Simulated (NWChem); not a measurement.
System: AlP₃H₆; SMILES [PH2][Al]([PH2])[PH2]

```xyz
10

Al     0.0016     0.0012     0.0360
P     -2.0910    -1.0758     0.0373
H     -1.7320    -2.0731    -0.9156
H     -2.6930    -0.2066    -0.9187
P      0.1199     2.3471    -0.0870
H      1.0971     2.5012     0.9389
H     -0.9934     2.5856     0.7702
P      1.9780    -1.2679    -0.0870
H      1.5239    -2.3120     0.7700
H      2.6730    -0.5635     0.9386
```
Atoms are numbered in this order, from 1.

Results from NWChem. Pople sets run with spherical d functions. Coordinates come from a B3LYP/6-31G* (spherical d) optimisation. Vertical excitations in the gas phase; the lowest state need not have the same character in each row.

| level | lowest excitation, singlet (eV) | orbital gap (eV) |
|---|---|---|
| PBE/6-31+G*, full TDDFT | 4.03 | 3.73 |
| B3LYP/6-31+G*, full TDDFT | 4.30 | 5.07 |
| Hartree-Fock/6-31+G*, TDHF | 5.35 | 10.36 |
